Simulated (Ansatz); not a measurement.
Relaxation of In9As9H26, a nanocrystal cut from wurtzite InAs (hydrogen-capped) with RKS PBE-D4/def2-SVP.

```sh
$ ansatz run in.yaml --threads 4 --pin off --events-out ev --progress --plain --max-ram 66560MiB --backend cuda --devices 0, --max-vram 37GiB
```

```yaml
crystal:
  periodic: [false, false, false]
  atoms:
    - {symbol: As, position_ang: [1.080500, -4.314800, -0.430700]}
    - {symbol: In, position_ang: [-1.086700, -3.076500, 0.445700]}
    - {symbol: As, position_ang: [-1.075200, -3.081400, 3.068500]}
    - {symbol: In, position_ang: [-1.062800, -0.615700, -3.051500]}
    - {symbol: As, position_ang: [-1.078200, -0.618600, -0.442900]}
    - {symbol: In, position_ang: [-3.200700, 0.621400, 0.434600]}
    - {symbol: In, position_ang: [-1.078900, -0.620000, 3.937900]}
    - {symbol: As, position_ang: [-3.213900, 0.640300, 3.078200]}
    - {symbol: As, position_ang: [-3.250400, 3.066500, -0.438300]}
    - {symbol: In, position_ang: [3.211500, -3.086900, 0.442300]}
    - {symbol: In, position_ang: [3.249700, -0.632800, -3.065400]}
    - {symbol: As, position_ang: [1.106000, 0.630600, -3.924500]}
    - {symbol: As, position_ang: [3.210200, -0.640900, -0.433200]}
    - {symbol: In, position_ang: [1.077000, 0.602400, 0.428800]}
    - {symbol: As, position_ang: [1.074300, 0.606700, 3.061600]}
    - {symbol: In, position_ang: [1.076800, 3.095400, -3.067300]}
    - {symbol: As, position_ang: [1.084300, 3.108200, -0.430900]}
    - {symbol: In, position_ang: [-1.079500, 4.342800, 0.431500]}
    - {symbol: H, position_ang: [1.088500, -5.776300, 0.084700]}
    - {symbol: H, position_ang: [1.075000, -4.345800, -1.960400]}
    - {symbol: H, position_ang: [-2.487100, -3.906300, -0.155700]}
    - {symbol: H, position_ang: [-2.324900, -3.803700, 3.562700]}
    - {symbol: H, position_ang: [0.177400, -3.795300, 3.545000]}
    - {symbol: H, position_ang: [-1.063400, -2.238300, -3.644200]}
    - {symbol: H, position_ang: [-2.500100, 0.215400, -3.635900]}
    - {symbol: H, position_ang: [-4.617000, -0.204600, -0.163200]}
    - {symbol: H, position_ang: [-1.068800, -0.622800, 5.689400]}
    - {symbol: H, position_ang: [-4.447900, -0.120100, 3.551800]}
    - {symbol: H, position_ang: [-3.196500, 2.064100, 3.560100]}
    - {symbol: H, position_ang: [-3.209700, 3.101500, -1.948700]}
    - {symbol: H, position_ang: [-4.437600, 3.815200, 0.069600]}
    - {symbol: H, position_ang: [4.634700, -3.894500, -0.174800]}
    - {symbol: H, position_ang: [3.215800, -3.089600, 2.157600]}
    - {symbol: H, position_ang: [3.222900, -2.266400, -3.626800]}
    - {symbol: H, position_ang: [4.636700, 0.214100, -3.621500]}
    - {symbol: H, position_ang: [1.081100, 0.607700, -5.477100]}
    - {symbol: H, position_ang: [4.485300, 0.098700, 0.060700]}
    - {symbol: H, position_ang: [2.318600, -0.098600, 3.582500]}
    - {symbol: H, position_ang: [1.075900, 2.054100, 3.559000]}
    - {symbol: H, position_ang: [-0.338300, 3.899600, -3.629700]}
    - {symbol: H, position_ang: [2.518900, 3.892200, -3.676700]}
    - {symbol: H, position_ang: [2.325700, 3.849600, 0.056000]}
    - {symbol: H, position_ang: [-1.085900, 4.340700, 2.166400]}
    - {symbol: H, position_ang: [-1.074800, 5.967100, -0.133000]}
basis:
  gaussian: {orbitals: def2-SVP, fitting: {mean_field: def2-universal-jkfit}}
hamiltonian: {xc: pbe, dispersion: d4}
scf: {lower_state_search: "off"}
output: {orbitals: {seedname: orbitals}}
relax: {f_tol: 0.03, max_steps: 70}
```

Hardware: 4 threads of AMD EPYC 7R13 on a shared host and a share (37 GiB) of an NVIDIA H100 80GB HBM3. Wall time 60 s, peak host memory 1.4 GiB.

Positions (Å) and forces (eV/Å) at steps 1, 2, 3, 4, 5, 6 of 12:

```xyz
44
step=1 energy=-594417.2706 eV
As    1.081   -4.315   -0.431   -0.059    0.063    0.160
In   -1.087   -3.076    0.446   -0.577   -0.299   -0.963
As   -1.075   -3.081    3.068    0.043    0.160   -0.504
In   -1.063   -0.616   -3.051   -0.401    0.074   -1.401
As   -1.078   -0.619   -0.443    0.536    0.305    0.836
In   -3.201    0.621    0.435   -0.659   -0.694   -0.757
In   -1.079   -0.620    3.938    0.202    0.216    1.468
As   -3.214    0.640    3.078    0.335   -0.407   -0.761
As   -3.250    3.067   -0.438    1.288   -0.022    0.189
In    3.212   -3.087    0.442    1.339   -0.347    0.137
In    3.250   -0.633   -3.065    0.362   -0.115   -0.851
As    1.106    0.631   -3.925   -0.157   -0.247    0.255
As    3.210   -0.641   -0.433   -0.043    0.447    0.047
In    1.077    0.602    0.429    0.426    0.454   -0.658
As    1.074    0.607    3.062   -0.210    0.023   -0.357
In    1.077    3.095   -3.067    0.491    0.686   -0.909
As    1.084    3.108   -0.431   -0.281   -0.550    0.019
In   -1.079    4.343    0.431    0.303    0.712    0.313
H     1.089   -5.776    0.085   -0.041    0.387   -0.478
H     1.075   -4.346   -1.960   -0.130   -0.304    0.236
H    -2.487   -3.906   -0.156   -0.187   -0.080    0.113
H    -2.325   -3.804    3.563    0.363   -0.170    0.228
H     0.177   -3.795    3.545   -0.233   -0.167    0.361
H    -1.063   -2.238   -3.644    0.129   -0.500    0.156
H    -2.500    0.215   -3.636   -0.076    0.209    0.265
H    -4.617   -0.205   -0.163   -0.091   -0.098    0.165
H    -1.069   -0.623    5.689   -0.058   -0.029    0.011
H    -4.448   -0.120    3.552   -0.008    0.453    0.264
H    -3.196    2.064    3.560   -0.313    0.134    0.477
H    -3.210    3.102   -1.949   -0.421    0.041   -0.089
H    -4.438    3.815    0.070   -0.531    0.234   -0.211
H     4.635   -3.894   -0.175   -0.040   -0.052   -0.168
H     3.216   -3.090    2.158   -0.388    0.012    0.636
H     3.223   -2.266   -3.627   -0.194   -0.457    0.118
H     4.637    0.214   -3.622    0.353    0.344    0.049
H     1.081    0.608   -5.477   -0.040   -0.002    0.516
H     4.485    0.099    0.061   -0.468   -0.270    0.005
H     2.319   -0.099    3.583   -0.042    0.262    0.284
H     1.076    2.054    3.559    0.204   -0.302    0.243
H    -0.338    3.900   -3.630   -0.563    0.096    0.108
H     2.519    3.892   -3.677    0.145   -0.042    0.190
H     2.326    3.850    0.056   -0.063   -0.067    0.138
H    -1.086    4.341    2.166   -0.170   -0.371    0.448
H    -1.075    5.967   -0.133   -0.076    0.281   -0.331
44
step=2 energy=-594419.2668 eV
As    1.108   -4.255   -0.405    0.098    0.053    0.031
In   -1.178   -3.107    0.302    0.008    0.197   -0.376
As   -1.060   -3.049    2.999    0.024    0.247   -0.028
In   -1.128   -0.643   -3.196   -0.264   -0.201   -0.143
As   -0.997   -0.572   -0.415   -0.219   -0.145   -0.169
In   -3.278    0.534    0.308    0.202    0.007   -0.431
In   -1.052   -0.599    4.129   -0.029   -0.043   -0.140
As   -3.168    0.626    2.998    0.196   -0.153    0.011
As   -3.135    3.097   -0.413    0.225   -0.185    0.016
In    3.381   -3.118    0.508    0.260    0.134    0.414
In    3.329   -0.665   -3.194    0.241   -0.188   -0.348
As    1.093    0.615   -3.839    0.044    0.096    0.022
As    3.191   -0.644   -0.486    0.337   -0.325   -0.126
In    1.155    0.673    0.340    0.054   -0.127    0.087
As    1.053    0.598    3.016   -0.137   -0.043    0.023
In    1.105    3.200   -3.195   -0.143    0.227   -0.346
As    1.040    3.082   -0.478   -0.168    0.582   -0.264
In   -1.019    4.473    0.506    0.274    0.328    0.401
H     1.086   -5.731    0.018   -0.075    0.159   -0.177
H     1.053   -4.386   -1.927   -0.017   -0.087    0.130
H    -2.590   -3.955   -0.168   -0.301   -0.149   -0.007
H    -2.247   -3.819    3.586    0.214   -0.014    0.095
H     0.128   -3.804    3.594   -0.162   -0.033    0.070
H    -1.044   -2.342   -3.621    0.036   -0.060    0.118
H    -2.559    0.279   -3.603   -0.048    0.089    0.100
H    -4.708   -0.276   -0.165   -0.318   -0.194   -0.006
H    -1.079   -0.627    5.822   -0.034   -0.014    0.577
H    -4.423   -0.038    3.577    0.117    0.220    0.092
H    -3.234    2.023    3.611   -0.123   -0.102    0.066
H    -3.256    3.106   -1.934   -0.110    0.043    0.106
H    -4.418    3.805    0.006   -0.059   -0.036   -0.147
H     4.702   -3.941   -0.225    0.159   -0.121   -0.137
H     3.152   -3.093    2.259   -0.141   -0.012   -0.070
H     3.191   -2.361   -3.612   -0.058   -0.029    0.082
H     4.721    0.280   -3.626    0.074    0.090    0.022
H     1.068    0.603   -5.381   -0.003    0.000    0.223
H     4.433    0.071    0.072   -0.198   -0.030   -0.005
H     2.293   -0.051    3.626   -0.050    0.149    0.108
H     1.104    2.009    3.603    0.101   -0.140    0.119
H    -0.439    3.924   -3.613   -0.034   -0.051    0.096
H     2.604    3.925   -3.668    0.180    0.053    0.039
H     2.275    3.812    0.065   -0.078   -0.143    0.042
H    -1.119    4.272    2.259   -0.072   -0.139   -0.064
H    -1.083    6.054   -0.197   -0.003    0.089   -0.107
44
step=3 energy=-594419.6690 eV
As    1.145   -4.189   -0.406   -0.107    0.002    0.046
In   -1.228   -3.102    0.118    0.058    0.139    0.160
As   -1.031   -2.981    2.930   -0.014    0.292    0.113
In   -1.142   -0.661   -3.298   -0.195   -0.131    0.188
As   -0.983   -0.566   -0.521   -0.216   -0.139   -0.129
In   -3.299    0.493    0.113    0.132   -0.025    0.197
In   -1.040   -0.598    4.212   -0.164   -0.053   -0.414
As   -3.110    0.592    2.926    0.263   -0.165    0.103
As   -3.054    3.091   -0.408   -0.040   -0.127    0.049
In    3.484   -3.096    0.642   -0.064   -0.108    0.221
In    3.379   -0.705   -3.329    0.202   -0.159   -0.040
As    1.117    0.631   -3.827   -0.045   -0.038    0.005
As    3.230   -0.730   -0.567    0.087   -0.003   -0.007
In    1.205    0.693    0.224   -0.161   -0.086    0.193
As    1.017    0.604    2.982   -0.201   -0.122    0.292
In    1.080    3.255   -3.338   -0.045    0.273    0.008
As    0.991    3.159   -0.560    0.028    0.086   -0.035
In   -0.938    4.548    0.655   -0.098    0.061    0.200
H     0.936   -5.664   -0.036    0.073    0.098   -0.118
H     1.039   -4.315   -1.925    0.117   -0.065    0.055
H    -2.694   -3.994   -0.126   -0.038   -0.027   -0.038
H    -2.160   -3.703    3.676    0.151   -0.087   -0.060
H     0.162   -3.664    3.606   -0.107   -0.102   -0.066
H    -1.068   -2.389   -3.589    0.057    0.021   -0.041
H    -2.589    0.285   -3.589    0.029    0.047   -0.045
H    -4.809   -0.324   -0.113   -0.045   -0.028   -0.061
H    -1.117   -0.635    5.932    0.031    0.012    0.172
H    -4.304   -0.027    3.665    0.010    0.177   -0.063
H    -3.117    1.972    3.590   -0.133   -0.043   -0.046
H    -3.214    3.048   -1.927    0.004    0.153    0.041
H    -4.437    3.644   -0.043    0.101    0.026   -0.116
H     4.790   -3.986   -0.066    0.056   -0.034   -0.050
H     3.062   -3.108    2.354   -0.035    0.060   -0.137
H     3.197   -2.421   -3.631   -0.065    0.049   -0.014
H     4.790    0.234   -3.727   -0.018    0.040    0.006
H     1.072    0.610   -5.356    0.049    0.028   -0.047
H     4.363    0.072    0.081    0.014    0.005   -0.065
H     2.178   -0.068    3.722    0.063    0.172   -0.084
H     1.008    1.947    3.721    0.178   -0.045   -0.099
H    -0.497    3.951   -3.659    0.014   -0.086    0.006
H     2.596    4.022   -3.709    0.054   -0.027   -0.014
H     2.243    3.736    0.112   -0.003    0.004   -0.100
H    -1.165    4.187    2.366    0.030   -0.073   -0.133
H    -1.039    6.138   -0.033   -0.005    0.025   -0.037
44
step=4 energy=-594419.8012 eV
As    1.186   -4.137   -0.364   -0.037    0.009   -0.004
In   -1.238   -3.115    0.138    0.006   -0.021   -0.034
As   -1.046   -2.963    2.918   -0.010    0.129    0.059
In   -1.199   -0.694   -3.313    0.010    0.010   -0.052
As   -1.048   -0.602   -0.558   -0.060   -0.026    0.011
In   -3.321    0.488    0.141   -0.011    0.011   -0.034
In   -1.066   -0.611    4.237    0.015    0.004   -0.016
As   -3.094    0.580    2.921    0.112   -0.069    0.038
As   -2.999    3.098   -0.365   -0.010   -0.049   -0.003
In    3.504   -3.090    0.713   -0.021    0.015    0.091
In    3.359   -0.765   -3.320   -0.023   -0.018   -0.033
As    1.089    0.617   -3.809    0.002    0.013   -0.001
As    3.200   -0.743   -0.556    0.030   -0.030    0.014
In    1.136    0.659    0.244   -0.010   -0.021   -0.021
As    1.000    0.575    2.993   -0.127   -0.067    0.162
In    1.033    3.277   -3.327   -0.035   -0.018   -0.045
As    0.954    3.145   -0.563   -0.031    0.038    0.030
In   -0.929    4.571    0.716    0.006   -0.007    0.085
H     1.041   -5.632   -0.113    0.000   -0.088    0.071
H     1.221   -4.253   -1.881    0.010    0.083   -0.079
H    -2.660   -4.072   -0.160    0.029    0.008    0.006
H    -2.079   -3.797    3.655   -0.299   -0.039   -0.012
H     0.091   -3.740    3.551    0.333   -0.014   -0.031
H    -1.077   -2.406   -3.651    0.021   -0.014   -0.001
H    -2.612    0.280   -3.655   -0.004    0.024   -0.003
H    -4.862   -0.265   -0.157    0.029    0.022    0.007
H    -1.109   -0.638    5.974   -0.004   -0.002   -0.025
H    -4.335    0.088    3.646   -0.159   -0.193   -0.003
H    -3.194    1.959    3.545    0.122    0.248   -0.024
H    -3.086    3.183   -1.881    0.090   -0.035   -0.106
H    -4.368    3.719   -0.120   -0.087    0.053    0.090
H     4.836   -3.973    0.034   -0.001   -0.007   -0.008
H     3.028   -3.038    2.398   -0.010    0.041   -0.010
H     3.091   -2.468   -3.619   -0.012    0.035   -0.012
H     4.765    0.175   -3.734   -0.006   -0.005    0.011
H     1.085    0.620   -5.345    0.002   -0.004    0.027
H     4.339    0.093    0.035   -0.002    0.034   -0.018
H     2.225   -0.004    3.685    0.118   -0.141   -0.055
H     1.116    1.928    3.679   -0.064    0.174   -0.046
H    -0.573    3.896   -3.646    0.020   -0.027   -0.007
H     2.551    4.026   -3.732    0.000   -0.007    0.012
H     2.244    3.713    0.034    0.040   -0.010   -0.015
H    -1.132    4.122    2.397    0.038   -0.035   -0.008
H    -1.020    6.175    0.057   -0.009   -0.004   -0.009
44
step=5 energy=-594419.8694 eV
As    1.211   -4.108   -0.385   -0.051   -0.027    0.028
In   -1.227   -3.126    0.131    0.003    0.000   -0.039
As   -1.018   -2.951    2.906   -0.002    0.061    0.020
In   -1.216   -0.702   -3.335    0.000    0.001    0.000
As   -1.068   -0.616   -0.573   -0.010   -0.005   -0.051
In   -3.322    0.501    0.131    0.001    0.000   -0.036
In   -1.070   -0.614    4.240    0.031    0.020    0.015
As   -3.069    0.599    2.906    0.054   -0.030    0.011
As   -2.954    3.102   -0.389   -0.056   -0.035    0.032
In    3.483   -3.062    0.791   -0.025    0.021    0.024
In    3.322   -0.801   -3.313   -0.017   -0.011    0.000
As    1.072    0.609   -3.800   -0.006    0.002   -0.012
As    3.189   -0.750   -0.546    0.038   -0.006    0.019
In    1.113    0.642    0.239   -0.034   -0.015   -0.022
As    0.987    0.574    2.990   -0.082   -0.049    0.083
In    0.979    3.264   -3.317   -0.022   -0.006    0.001
As    0.939    3.135   -0.548    0.014    0.034    0.017
In   -0.915    4.539    0.796    0.007   -0.027    0.023
H     1.077   -5.612   -0.166    0.005   -0.047    0.018
H     1.275   -4.165   -1.907    0.013    0.057   -0.014
H    -2.635   -4.101   -0.170    0.023   -0.002    0.018
H    -2.059   -3.807    3.617   -0.119   -0.038    0.011
H     0.173   -3.692    3.497    0.133   -0.005   -0.016
H    -1.084   -2.414   -3.672    0.011   -0.007   -0.006
H    -2.625    0.278   -3.675    0.000    0.012   -0.005
H    -4.870   -0.232   -0.168    0.014    0.022    0.016
H    -1.117   -0.642    5.977   -0.011   -0.006   -0.036
H    -4.332    0.122    3.613   -0.085   -0.070    0.013
H    -3.115    2.004    3.491    0.053    0.102   -0.012
H    -2.974    3.185   -1.911    0.063   -0.017   -0.024
H    -4.324    3.738   -0.172   -0.045    0.030    0.024
H     4.826   -3.960    0.156    0.003   -0.002    0.022
H     2.943   -2.969    2.455   -0.003    0.027   -0.018
H     3.012   -2.502   -3.587   -0.004    0.033   -0.024
H     4.739    0.116   -3.738   -0.002   -0.015    0.002
H     1.079    0.618   -5.335    0.007    0.001    0.006
H     4.317    0.119    0.018   -0.003    0.024   -0.015
H     2.234   -0.012    3.638    0.069   -0.074   -0.020
H     1.106    1.947    3.638   -0.029    0.095   -0.021
H    -0.645    3.849   -3.608    0.026   -0.021   -0.021
H     2.485    4.031   -3.730   -0.011    0.004    0.002
H     2.253    3.681    0.018    0.027   -0.014   -0.015
H    -1.111    4.013    2.456    0.025   -0.018   -0.019
H    -1.016    6.160    0.180   -0.001    0.000    0.019
44
step=6 energy=-594419.9156 eV
As    1.228   -4.086   -0.368    0.009   -0.053   -0.065
In   -1.225   -3.133    0.118   -0.020   -0.028    0.012
As   -0.995   -2.942    2.894    0.027   -0.043    0.018
In   -1.237   -0.715   -3.380    0.001    0.003   -0.006
As   -1.096   -0.634   -0.617    0.027    0.015   -0.057
In   -3.325    0.505    0.116   -0.036   -0.005    0.009
In   -1.080   -0.619    4.249    0.001    0.002    0.048
As   -3.048    0.614    2.892   -0.027    0.043    0.022
As   -2.927    3.104   -0.375   -0.043    0.036   -0.068
In    3.451   -3.008    0.886   -0.003    0.003   -0.003
In    3.281   -0.838   -3.313   -0.016    0.000    0.010
As    1.053    0.603   -3.807    0.018    0.008   -0.007
As    3.187   -0.742   -0.540    0.023   -0.013   -0.004
In    1.080    0.621    0.223   -0.023   -0.003   -0.011
As    0.963    0.560    2.981    0.019    0.007   -0.005
In    0.923    3.253   -3.315   -0.007   -0.009    0.010
As    0.946    3.128   -0.541    0.019    0.021   -0.007
In   -0.884    4.484    0.889   -0.004   -0.014    0.008
H     1.117   -5.606   -0.221    0.012    0.057   -0.022
H     1.348   -4.046   -1.894   -0.002    0.008    0.109
H    -2.604   -4.157   -0.155    0.023    0.019    0.010
H    -2.021   -3.843    3.586    0.046    0.009    0.009
H     0.256   -3.643    3.433   -0.077    0.034   -0.026
H    -1.086   -2.425   -3.720   -0.006    0.011   -0.005
H    -2.637    0.280   -3.719    0.006   -0.013   -0.005
H    -4.900   -0.181   -0.157    0.028    0.010    0.010
H    -1.153   -0.662    5.985   -0.001    0.000   -0.040
H    -4.342    0.182    3.586    0.031    0.028    0.005
H    -3.029    2.049    3.428   -0.003   -0.076   -0.026
H    -2.831    3.191   -1.901    0.005   -0.007    0.117
H    -4.300    3.767   -0.227    0.058   -0.019   -0.025
H     4.826   -3.930    0.349   -0.040    0.026    0.045
H     2.828   -2.849    2.520    0.019    0.019   -0.038
H     2.915   -2.526   -3.597    0.006    0.020    0.002
H     4.723    0.032   -3.753   -0.005   -0.011    0.002
H     1.082    0.621   -5.341    0.006    0.002   -0.004
H     4.295    0.180   -0.015   -0.034   -0.025   -0.010
H     2.240   -0.031    3.577   -0.023    0.013   -0.001
H     1.092    1.960    3.578    0.001   -0.026   -0.004
H    -0.717    3.785   -3.614    0.020   -0.004    0.002
H     2.406    4.061   -3.742   -0.015    0.001    0.001
H     2.300    3.631   -0.021   -0.049   -0.021   -0.009
H    -1.062    3.850    2.518    0.028    0.013   -0.044
H    -0.993    6.139    0.366    0.002   -0.038    0.042
```

In the def2 sets In takes a core potential; there is no spin–orbit coupling. Single mean-field runs in def2-SVP are fitted with def2-universal-jkfit.
